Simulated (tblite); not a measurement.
A geometry optimisation, step by step.

Species: C4H13PSi2.
Numbering: `[CH3:1][C@@H:2]1[CH2:3][C@H:4]1[SiH2:5][PH:6][SiH3:7]` (hydrogens: H8, H9, H10 on C1; H11 on C2; H12, H13 on C3; H14 on C4; H15, H16 on Si5; H17 on P6; H18, H19, H20 on Si7)

Computed with GFN2-xTB (tblite), gas phase: L-BFGS steps from a force-field or distance-geometry start until the largest atomic force falls under 0.01 eV/Å. 4 of its 140 geometries are shown.

Step 0: E = -574.7883 eV, largest atomic force 1.754 eV/Å
```
atom  x, y, z in Å  |  force x, y, z in eV/Å
C1     -2.832    0.999   -1.117   -1.062   0.456   0.103
C2     -1.822   -0.074   -0.794   -0.907  -0.378   1.103
C3     -2.089   -0.686    0.592    0.117   0.224  -0.667
C4     -0.841    0.149    0.321   -0.437   0.086  -0.056
Si5     0.690   -0.902    0.484    0.486  -0.250   0.678
P6      2.246   -0.383   -0.975    0.412  -0.393  -1.659
Si7     3.944    0.623    0.024    0.476  -0.085   0.507
H8     -3.496    0.661   -1.946    0.634   0.439   0.414
H9     -2.371    1.970   -1.336   -0.143  -0.327  -0.257
H10    -3.528    1.173   -0.242    0.802  -0.119  -0.850
H11    -1.590   -0.746   -1.630    0.061   0.283   0.507
H12    -1.998   -1.795    0.610   -0.143   1.145   0.552
H13    -2.862   -0.188    1.228    0.645  -0.934  -0.713
H14    -0.798    1.182    0.720   -0.198  -0.793  -0.133
H15     1.236   -0.641    1.828   -0.064  -0.031   0.066
H16     0.303   -2.311    0.456    0.101  -0.103  -0.168
H17     2.773   -1.640   -1.498   -0.375   1.048   0.884
H18     3.463    1.809    0.758   -0.096  -0.193  -0.202
H19     4.583   -0.252    1.029   -0.023   0.087  -0.121
H20     4.984    1.063   -0.926   -0.285  -0.163   0.011
```

Step 46: E = -575.5012 eV, largest atomic force 0.074 eV/Å
```
atom  x, y, z in Å  |  force x, y, z in eV/Å
C1     -2.575    1.021   -1.205   -0.001  -0.012   0.030
C2     -1.842   -0.171   -0.648    0.037  -0.003   0.007
C3     -2.214   -0.752    0.676    0.037  -0.019   0.017
C4     -0.916   -0.002    0.530    0.030   0.014  -0.036
Si5     0.729   -0.919    0.521   -0.039  -0.009   0.007
P6      1.990   -0.029   -1.111    0.036  -0.008   0.003
Si7     3.774    0.696    0.008    0.014  -0.007   0.027
H8     -3.431    0.697   -1.793   -0.023   0.022  -0.033
H9     -1.914    1.606   -1.843    0.001  -0.014  -0.047
H10    -2.929    1.664   -0.405   -0.030   0.032   0.060
H11    -1.527   -0.872   -1.413    0.010  -0.003   0.016
H12    -2.166   -1.823    0.798   -0.014  -0.033   0.004
H13    -3.013   -0.293    1.240    0.031   0.033  -0.027
H14    -0.913    0.992    0.965    0.016  -0.018  -0.005
H15     1.378   -0.862    1.840   -0.035   0.011  -0.007
H16     0.489   -2.331    0.197    0.016  -0.013  -0.021
H17     2.584   -1.216   -1.492   -0.040  -0.003   0.020
H18     3.379    1.930    0.685    0.010   0.000   0.000
H19     4.267   -0.271    0.995   -0.026   0.015   0.012
H20     4.844    0.944   -0.957   -0.029   0.016  -0.028
```

Step 93: E = -575.5157 eV, largest atomic force 0.063 eV/Å
```
atom  x, y, z in Å  |  force x, y, z in eV/Å
C1     -2.583    1.052   -1.178    0.005  -0.029   0.027
C2     -1.875   -0.172   -0.656   -0.005   0.003   0.000
C3     -2.184   -0.697    0.708   -0.009   0.003  -0.028
C4     -0.855   -0.042    0.444    0.003  -0.013   0.004
Si5     0.719   -1.069    0.406    0.007  -0.036   0.004
P6      2.106   -0.177   -1.114    0.005  -0.003   0.007
Si7     3.735    0.791    0.062   -0.044  -0.015  -0.039
H8     -3.576    0.790   -1.536   -0.036  -0.008  -0.051
H9     -2.025    1.497   -2.000    0.014  -0.010   0.005
H10    -2.691    1.795   -0.392   -0.001   0.036   0.039
H11    -1.677   -0.913   -1.423    0.030   0.010   0.011
H12    -2.211   -1.767    0.855    0.022   0.010   0.009
H13    -2.911   -0.166    1.306    0.036   0.023   0.009
H14    -0.749    0.957    0.855   -0.024   0.015  -0.022
H15     1.289   -1.140    1.761    0.014  -0.014  -0.006
H16     0.416   -2.436   -0.040    0.008   0.024  -0.002
H17     2.796   -1.352   -1.336    0.006   0.013   0.013
H18     3.205    2.050    0.584    0.000  -0.012  -0.005
H19     4.245   -0.022    1.170   -0.027  -0.010   0.008
H20     4.822    1.033   -0.888   -0.004   0.011   0.017
```

Step 139: E = -575.5542 eV, largest atomic force 0.008 eV/Å
```
atom  x, y, z in Å  |  force x, y, z in eV/Å
C1     -2.495    1.087   -1.106    0.001  -0.003  -0.001
C2     -1.878   -0.178   -0.569   -0.001  -0.002   0.002
C3     -1.913   -0.473    0.893   -0.002   0.000   0.002
C4     -0.608   -0.106    0.239   -0.002  -0.002  -0.001
Si5     0.726   -1.411    0.027    0.001   0.003  -0.007
P6      2.346   -0.527   -1.237   -0.001  -0.001   0.003
Si7     3.291    0.936    0.152   -0.002   0.003   0.003
H8     -3.560    0.946   -1.287   -0.002  -0.001   0.002
H9     -2.023    1.369   -2.046    0.002   0.001  -0.001
H10    -2.371    1.905   -0.400   -0.004  -0.001   0.003
H11    -1.981   -1.026   -1.236    0.002   0.003   0.001
H12    -2.050   -1.495    1.213   -0.007  -0.003  -0.003
H13    -2.376    0.250    1.550    0.002   0.005   0.001
H14    -0.261    0.902    0.445    0.004  -0.001  -0.003
H15     1.201   -1.865    1.345    0.002   0.000   0.002
H16     0.213   -2.581   -0.698    0.005   0.003   0.003
H17     3.242   -1.545   -0.992   -0.002  -0.001  -0.001
H18     2.429    2.117    0.185   -0.002   0.000  -0.001
H19     3.465    0.430    1.518   -0.001   0.000  -0.002
H20     4.598    1.276   -0.408    0.006  -0.003   0.000
```

Task: Summarise the path.

Result: The energy falls by 73.90 kJ/mol from step 0 to step 139; nine tenths of that is first reached at step 37. It falls at every step. The largest force goes from 1.754 to 0.008 eV/Å. Among the bonds P6–H17 changes most, from 1.460 to 1.379 Å; the atoms move by 0.847 Å rms after alignment.

The cost below is that of the whole relaxation. Time: 3.9 s of wall time. Hardware: one thread, Intel Xeon at 2.50 GHz (x86_64), no GPU, on a shared host.
